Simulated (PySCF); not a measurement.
Molecule: 1,8-naphthyridine (SMILES c1cnc2ncccc2c1).

Bonds (- single, = double, # triple, : aromatic): C1:C2, C2:N3, N3:C4, C4:N5, N5:C6, C6:C7, C7:C8, C8:C9, C9:C10, C10:C1, C9:C4. C1 carries H11; C2 carries H12; C6 carries H13; C7 carries H14; C8 carries H15; C10 carries H16.

Frames of a GFN2-xTB Langevin trajectory at 600 K; GIAO PBE0/pcSseg-1 shieldings in PySCF 2.14, gas phase, non-relativistic; equivalent atoms averaged within each frame.

Referencing at the same level of theory: 13C (186.93 ppm), 1H (31.72 ppm) vs TMS; 15N (267.73 ppm) vs NH3. The references are static minima.

Q: How do the shifts (ppm) fluctuate along the trajectory?

A: 
```csv
time (fs),C4,C2/C6,C8/C10,C1/C7,C9,N3/N5,H12/H13,H15/H16,H11/H14
optimised geometry,160.0,158.8,143.1,126.5,126.5,366.9,9.62,8.45,7.66
250,165.0,159.9,141.3,134.5,119.6,394.6,9.43,8.21,8.01
425,163.7,162.6,137.2,127.9,130.3,381.7,10.11,8.42,8.21
625,172.7,164.3,143.6,124.7,132.9,371.2,9.60,7.93,7.70
800,172.5,157.8,143.8,130.1,136.1,373.9,9.85,8.64,7.43
1000,154.1,165.0,143.4,129.8,129.4,364.9,9.19,8.04,7.69
mean of frames,165.6,161.9,141.9,129.4,129.7,377.3,9.64,8.25,7.81
standard deviation,7.6,3.0,2.8,3.6,6.2,11.4,0.36,0.29,0.30
```

5 frames give an uncertainty of the mean of about the standard deviation over 2.2 at best, since frames this close in time may not be independent; classical motion lacks zero-point vibration, and the reference would need the same averaging.
